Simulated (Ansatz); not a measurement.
`[F][Al]([F])[Br]` + H₂O → `[OH][Al]([F])[Br]` + H–F at 400 K and 1 bar (formal hydrolysis of the Al–F bond).

Computed with Ansatz on PBE0-D4/def2-TZVP structures; ΔE is electronic, products minus reactants. CBS: MP2 limit from def2 TZ/QZ plus the TZ coupled-cluster correction, frozen cores. This one scheme is used for every species. For Br outer-core shells are correlated without core-valence functions, which leaves a few kJ/mol of doubt a bond. Scalar relativity is left out up to krypton. Each species was taken in one conformer, which may not be the lowest.

```json
{"species": "`[F][Al]([F])[Br]`", "CCSD(T)/CBS energy (Eh)": "-3015.14527", "H − E (kJ/mol)": "39.2", "S (J/(mol·K))": "331.0"}
{"species": "H₂O", "CCSD(T)/CBS energy (Eh)": "-76.37941", "H − E (kJ/mol)": "69.8", "S (J/(mol·K))": "198.6"}
{"species": "`[OH][Al]([F])[Br]`", "CCSD(T)/CBS energy (Eh)": "-2991.11301", "H − E (kJ/mol)": "71.3", "S (J/(mol·K))": "346.9"}
{"species": "H–F", "CCSD(T)/CBS energy (Eh)": "-100.39570", "H − E (kJ/mol)": "36.5", "S (J/(mol·K))": "182.2"}
```

H − E and S are ideal-gas, rigid-rotor, harmonic terms from PBE0-D4/def2-TZVP, for one conformer and one mirror image of each species. 1 Eh = 2625.50 kJ/mol, R = 8.31446 J/(mol·K).

Question: By hand: ΔE, ΔH, ΔS and ΔG.

Answer: ΔE = (-2991.11301) + (-100.39570) − (-3015.14527) − (-76.37941) = 0.01597 Eh = 41.9 kJ/mol. Δ(H − E) = 71.3 + 36.5 − 39.2 − 69.8 = -1.2, so ΔH = 40.7 kJ/mol. ΔS = 346.9 + 182.2 − 331.0 − 198.6 = -0.5 J/(mol·K). ΔG = 40.7 − 400 × (-0.5)/1000 = 40.9 kJ/mol.

Question: By hand: the equilibrium constant, and the temperature at which ΔG would vanish if ΔH and ΔS stayed fixed.

Answer: log₁₀ K = −ΔG/(RT ln 10) = -5.3. ΔH and −TΔS have one sign here, so there is no such temperature.

The number of gas molecules stays the same, so ΔS is small and ΔH decides. A doubt of 5 kJ/mol in ΔE shifts log₁₀ K by 0.7 here. Other conformers and mirror images would add mixing entropy, several J/(mol·K) or more a flexible species. These are equilibria of isolated gas molecules and say nothing of rates. Largest T1 diagnostic: 0.010 (customary marks: 0.02 for closed shells, 0.045 for open ones).

ΔS is within the doubt of such terms, so its sign, and with it that verdict, could turn.
